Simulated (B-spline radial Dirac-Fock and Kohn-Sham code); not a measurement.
**The K (1s) hole of erbium ions: width and yield against charge**

Method: independent-particle rates on relativistic LDA orbitals of the hole state (multipoles up to L = 3, Coulomb Auger matrix elements, transition energies from Dirac-Fock). Computed with a radial finite-basis atomic code. Tabulated ground configurations, configuration averages; single configurations, so decays that open only by mixing (as 1s 2s² with 1s 2p² in Be-like ions) are missing and such tiny yields are far too low.

```tsv
ion	configuration	radiative (eV)	non-radiative (eV)	yield
Er	[Xe] 4f12 6s2	26.2	1.46	0.947
Er⁺	[Xe] 4f12 6s1	26.2	1.46	0.947
Er²⁺	[Xe] 4f12	26.2	1.46	0.947
Er³⁺	[Xe] 4f11	26.2	1.46	0.947
Er⁴⁺	[Xe] 4f10	26.3	1.46	0.947
Er⁵⁺	[Kr] 4d10 4f10 5s2 5p5	26.2	1.46	0.947
Er⁶⁺	[Kr] 4d10 4f10 5s2 5p4	26.2	1.46	0.947
Er⁷⁺	[Kr] 4d10 4f10 5s2 5p3	26.2	1.46	0.947
```
